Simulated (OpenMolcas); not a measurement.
W2+: input and output

Input:

```
&GATEWAY
Coord
1

W 0.0 0.0 0.0
Basis=ANO-RCC-VTZP
Group=XYZ
NoMove
AngMom=0.0 0.0 0.0
AMFI
&SEWARD
* reference wave functions (RASSCF and RASSI steps not shown): 4 electrons in 5 orbitals (5d)
>>> COPY JOB001 $Project.JobIph
&CASPT2
Multistate=5 1 2 3 4 5
Frozen=14 16
IPEA=0.25
Imaginary=0.1
MaxIter=60
WThr=0.0 0.3 0.05
PrWF=0.5
NoMix
>>> COPY JOB002 $Project.JobIph
&CASPT2
Multistate=45 1 2 3 4 5 6 7 8 9 10 11 12 13 14 15 16 17 18 19 20 21 22
23 24 25 26 27 28 29 30 31 32 33 34 35 36 37 38 39 40 41 42 43 44 45
Frozen=14 16
IPEA=0.25
Imaginary=0.1
MaxIter=60
WThr=0.0 0.3 0.05
PrWF=0.5
NoMix
>>> COPY JOB003 $Project.JobIph
&CASPT2
Multistate=50 1 2 3 4 5 6 7 8 9 10 11 12 13 14 15 16 17 18 19 20 21 22
23 24 25 26 27 28 29 30 31 32 33 34 35 36 37 38 39 40 41 42 43 44 45 46
47 48 49 50
Frozen=14 16
IPEA=0.25
Imaginary=0.1
MaxIter=60
WThr=0.0 0.3 0.05
PrWF=0.5
NoMix
```

Launched by
```bash
OMP_NUM_THREADS=1 MOLCAS_MEM=1689 MOLCAS_PROJECT=a pymolcas a.inp > a.log  # once for each step of the input, in one work folder
```

Output, cut to the results:

```
--- CASPT2 ---
Orbital specifications:
      -----------------------

      Symmetry species                           1   2
                                                ag  au
      Frozen orbitals                           14  16
      Inactive orbitals                          1   3
      Active orbitals                            5   0
      Secondary orbitals                        31  34
      Deleted orbitals                           0   0
      Number of basis functions                 51  53
Type of calculation                        MS-CASPT2
      Fock operator                              state-specific
      IPEA shift                                 0.25
      Real shift                                 0.00
      Imaginary shift                            0.10
      The input orbitals will be transformed to quasi-canonical
Reference energy:      -16126.5906016701
      E2 (Non-variational):      -0.2699902011
      Shift correction:          -0.0001276749
      E2 (Variational):          -0.2701178760
      Total energy:          -16126.8607195461
      Residual norm:              0.0000001904
      Reference weight:           0.95208
      Contributions to the CASPT2 correlation energy
      Active & Virtual Only:         -0.0303689875
      One Inactive Excited:          -0.1244340073
      Two Inactive Excited:          -0.1151872063
Reference energy:      -16126.5906016701
      E2 (Non-variational):      -0.2700099673
      Shift correction:          -0.0001277286
      E2 (Variational):          -0.2701376960
      Total energy:          -16126.8607393661
      Residual norm:              0.0000005374
      Reference weight:           0.95207
      Contributions to the CASPT2 correlation energy
      Active & Virtual Only:         -0.0303691617
      One Inactive Excited:          -0.1244540316
      Two Inactive Excited:          -0.1151867741
::    CASPT2 Root  1     Total energy: -16126.86071955
::    CASPT2 Root  2     Total energy: -16126.86073937
::    CASPT2 Root  3     Total energy: -16126.86073891
::    CASPT2 Root  4     Total energy: -16126.86073985
::    CASPT2 Root  5     Total energy: -16126.86075573
::    MS-CASPT2 Root  1     Total energy: -16126.86075589
::    MS-CASPT2 Root  2     Total energy: -16126.86074174
::    MS-CASPT2 Root  3     Total energy: -16126.86073879
::    MS-CASPT2 Root  4     Total energy: -16126.86073757
::    MS-CASPT2 Root  5     Total energy: -16126.86071943
--- CASPT2 ---
Orbital specifications:
      -----------------------

      Symmetry species                           1   2
                                                ag  au
      Frozen orbitals                           14  16
      Inactive orbitals                          1   3
      Active orbitals                            5   0
      Secondary orbitals                        31  34
      Deleted orbitals                           0   0
      Number of basis functions                 51  53
Type of calculation                        MS-CASPT2
      Fock operator                              state-specific
      IPEA shift                                 0.25
      Real shift                                 0.00
      Imaginary shift                            0.10
      The input orbitals will be transformed to quasi-canonical
Reference energy:      -16126.5243009787
      E2 (Non-variational):      -0.2787607511
      Shift correction:          -0.0001999578
      E2 (Variational):          -0.2789607089
      Total energy:          -16126.8032616876
      Residual norm:              0.0000001028
      Reference weight:           0.94749
      Contributions to the CASPT2 correlation energy
      Active & Virtual Only:         -0.0374194751
      One Inactive Excited:          -0.1278545784
      Two Inactive Excited:          -0.1134866977
Reference energy:      -16126.5243009787
      E2 (Non-variational):      -0.2786718421
      Shift correction:          -0.0001930663
      E2 (Variational):          -0.2788649083
      Total energy:          -16126.8031658870
      Residual norm:              0.0000001058
      Reference weight:           0.94775
      Contributions to the CASPT2 correlation energy
      Active & Virtual Only:         -0.0373251667
      One Inactive Excited:          -0.1278406273
      Two Inactive Excited:          -0.1135060481
::    CASPT2 Root  1     Total energy: -16126.80326169
::    CASPT2 Root  2     Total energy: -16126.80316589
::    CASPT2 Root  3     Total energy: -16126.80360626
::    CASPT2 Root  4     Total energy: -16126.80366635
::    CASPT2 Root  5     Total energy: -16126.80315398
::    CASPT2 Root  6     Total energy: -16126.80342052
::    CASPT2 Root  7     Total energy: -16126.80309324
::    CASPT2 Root  8     Total energy: -16126.80373317
::    CASPT2 Root  9     Total energy: -16126.80329711
::    CASPT2 Root 10     Total energy: -16126.80364138
::    CASPT2 Root 11     Total energy: -16126.80307297
::    CASPT2 Root 12     Total energy: -16126.81049262
::    CASPT2 Root 13     Total energy: -16126.81070716
::    CASPT2 Root 14     Total energy: -16126.81054886
::    CASPT2 Root 15     Total energy: -16126.80003166
::    CASPT2 Root 16     Total energy: -16126.80032402
::    CASPT2 Root 17     Total energy: -16126.80080631
::    CASPT2 Root 18     Total energy: -16126.80065081
::    CASPT2 Root 19     Total energy: -16126.80135448
::    CASPT2 Root 20     Total energy: -16126.80032029
::    CASPT2 Root 21     Total energy: -16126.80028404
::    CASPT2 Root 22     Total energy: -16126.79106162
::    CASPT2 Root 23     Total energy: -16126.79132828
::    CASPT2 Root 24     Total energy: -16126.79098848
::    CASPT2 Root 25     Total energy: -16126.79120929
::    CASPT2 Root 26     Total energy: -16126.79127481
::    CASPT2 Root 27     Total energy: -16126.79128194
::    CASPT2 Root 28     Total energy: -16126.79116234
::    CASPT2 Root 29     Total energy: -16126.79127965
...
```

Levels above the lowest, from the spin-orbit matrix with the multistate effective Hamiltonian, averaged by term, added to it:

```
Configuration   Term  J  E (cm⁻¹)  Measured (cm⁻¹)  Term weight %    Second
          5d⁴     ⁵D  0       0.0              0.0             72  26 ³P(1)
          5d⁴     ⁵D  1      2190             2256             87  13 ³P(1)
          5d⁴     ⁵D  2      4410             4461             94   3 ³P(1)
          5d⁴     ⁵D  3      6310             6278             93   4 ³F(1)
          5d⁴     ⁵D  4      7870             7687             84  14 ³F(1)
          5d⁴  ³P(1)  0     12040             9904             62     28 ⁵D
          5d⁴     ³H  4     15090            13701             59     16 ³G
          5d⁴  ³P(1)  1     15990            12881             83     11 ⁵D
          5d⁴  ³F(1)  2     17500                              74  17 ¹D(1)
          5d⁴     ³G  3     17600                              54  38 ³F(1)
          5d⁴     ³H  5     18230                              80     20 ³G
          5d⁴     ³H  6     19800                              83     17 ¹I
          5d⁴  ³P(1)  2     20520                              75     20 ³D
          5d⁴  ³F(1)  4     20830                              40     31 ³H
          5d⁴     ³G  4     22610                              50  28 ¹G(1)
          5d⁴  ³F(1)  3     23040                              57     31 ³G
          5d⁴     ³D  3     24890                              76     10 ³G
          5d⁴     ³D  2     25070                              35  32 ¹D(1)
          5d⁴     ³G  5     25590                              80     20 ³H
          5d⁴     ³D  1     27410                              94   4 ³P(1)
          5d⁴     ¹I  6     27740                              83     17 ³H
          5d⁴  ¹D(1)  2     30810                              38     33 ³D
          5d⁴  ¹G(1)  4     31000                              58  17 ³F(1)
          5d⁴  ¹S(1)  0     31180                              82  11 ³P(1)
```

Against the 7 measured excited levels shown (NIST levels as listed in McCann et al., Mon. Not. R. Astron. Soc. 538, 537 (2025)) the mean absolute deviation is 990 cm-1; the largest miss in energy is 5d⁴ ³P₁(1): computed 15990, measured 12881 cm⁻¹ (+24.1 %).

Term energies are means over components that CASPT2 splits; among the terms shown or strongly mixed into the levels shown the widest spread is 800 cm-1 (5d⁴ ¹I). Over all roots computed the reference weight is 0.90 to 0.95; the roots of lowest weight are the least certain, and an intruder state may touch them. Configurations with an s electron lie low in 5d ions of this charge, fall among these levels and mix in, so low-spin terms can stand far too high, up to twice their true height, and weights are not those of the real levels. The CASPT2 spread within a term exceeds the gap to the next term for 5d⁴ ³D and 5d⁴ ¹I, 5d⁴ ¹I and 5d⁴ ¹G(1), so the order of their levels is uncertain. Some terms miss by over 15 % even with CASPT2, which points to a basis or an active space too small for the shells correlated. Measured partners are found by configuration, term and J. A level has none where our copy of the source lacks it or the pairing is in doubt (some pairs that miss far off the trend of their configuration count as doubtful), and it then counts in no deviation. Levels of configurations outside the active space are missing. The table shows the lowest 24 of 34 levels.

The term weight is that of the spin-free term in the level, not the purity of its configuration. A number in round brackets counts repeated terms of one configuration in the order of the reference energies.
